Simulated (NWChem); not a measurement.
System meant: C$_{2}$H$_{6}$O$_{2}$Si, singlet; SMILES CO[Si]OC

Here is an NWChem input.

```
start job
memory heap 200 mb stack 900 mb global 1100 mb
geometry units angstroms noautosym nocenter noautoz
  Si     0.939755    -0.050186     0.376920
  O     -0.435320    -0.938444     0.006386
  C     -0.468698    -2.357980    -0.022982
  H      0.504999    -2.805050     0.223912
  H     -1.210421    -2.719413     0.698080
  H     -0.762338    -2.694338    -1.023660
  O      0.360625     1.496301     0.248916
  C     -0.935416     1.990781    -0.080808
  H     -1.302416     2.601377     0.751353
  H     -0.855325     2.625463    -0.970064
  H     -1.639680     1.177009    -0.275125
end
basis spherical
  * library 6-31g*
end
dft
  xc xtpss03 ctpss03
  iterations 150
end
property
  shielding 9 1 2 3 4 5 7 8 9 11
end
task dft property
```

End of the output:

```
 Vector   27  Occ=0.000000D+00  E= 5.415294D-02
              MO Center=  1.7D-01, -8.7D-04,  1.8D-01, r^2= 5.0D+00
   Bfn.  Coefficient  Atom+Function         Bfn.  Coefficient  Atom+Function
  ----- ------------  ---------------      ----- ------------  ---------------
    11     -0.798454   1 Si px               24     -0.761937   2 O  s
    10      0.742069   1 Si s                72     -0.638194   8 C  s
    58     -0.508896   7 O  s                12      0.286007   1 Si py
    40      0.286080   3 C  py               86      0.266002  11 H  s
     7     -0.261873   1 Si px               82      0.243274   9 H  s

 center of mass
 --------------
 x =   0.06174204 y =   0.02694088 z =   0.26836225

 moments of inertia (a.u.)
 ------------------
         744.633727910367          -3.772850621515         -43.828618674124
          -3.772850621515         202.699600462114         -11.356072713605
         -43.828618674124         -11.356072713605         901.430410325979

     Multipole analysis of the density
     ---------------------------------

     L   x y z        total         alpha         beta         nuclear
     -   - - -        -----         -----         ----         -------
     0   0 0 0     -0.000000    -24.000000    -24.000000     48.000000

     1   1 0 0     -0.675903      0.730552      0.730552     -2.137006
     1   0 1 0     -0.361524      0.062913      0.062913     -0.487349
     1   0 0 1     -0.180999     -5.855158     -5.855158     11.529317

     2   2 0 0    -29.168563    -66.197214    -66.197214    103.225864
     2   1 1 0     -1.294953      1.587940      1.587940     -4.470833
     2   1 0 1     -0.836057    -12.066419    -12.066419     23.296781
     2   0 2 0    -23.926234   -225.691712   -225.691712    427.457190
     2   0 1 1     -0.387532     -2.590436     -2.590436      4.793341
     2   0 0 2    -26.949738    -23.641495    -23.641495     20.333252

          -----------------------------------------
          Chemical Shielding Tensors (GIAO, in ppm)
          -----------------------------------------

 ------------------------------------------------------------------------
  xtpss03: d2 not coded                    0
 ------------------------------------------------------------------------
 ------------------------------------------------------------------------
  current input line :
    26: task dft property
 ------------------------------------------------------------------------
 ------------------------------------------------------------------------
 This error has not yet been assigned to a category
 ------------------------------------------------------------------------
 For more information see the NWChem manual at https://nwchemgit.github.io

0: xtpss03: d2 not coded:Received an Error in Communication
```

Can this run be used? If not, why, and what is the fix?

The run crashed. Cause: this functional's second derivatives, which shieldings need, aren't coded here; the fix takes a hybrid GGA instead. This input runs:
```
start job
memory heap 200 mb stack 900 mb global 1100 mb
geometry units angstroms noautosym nocenter noautoz
  Si     0.939755    -0.050186     0.376920
  O     -0.435320    -0.938444     0.006386
  C     -0.468698    -2.357980    -0.022982
  H      0.504999    -2.805050     0.223912
  H     -1.210421    -2.719413     0.698080
  H     -0.762338    -2.694338    -1.023660
  O      0.360625     1.496301     0.248916
  C     -0.935416     1.990781    -0.080808
  H     -1.302416     2.601377     0.751353
  H     -0.855325     2.625463    -0.970064
  H     -1.639680     1.177009    -0.275125
end
basis spherical
  * library 6-31g*
end
dft
  xc pbe0
  iterations 150
end
property
  shielding 9 1 2 3 4 5 7 8 9 11
end
task dft property
```
It converges to -519.38787 Ha (PBE0/6-31G* (spherical d), GIAO).
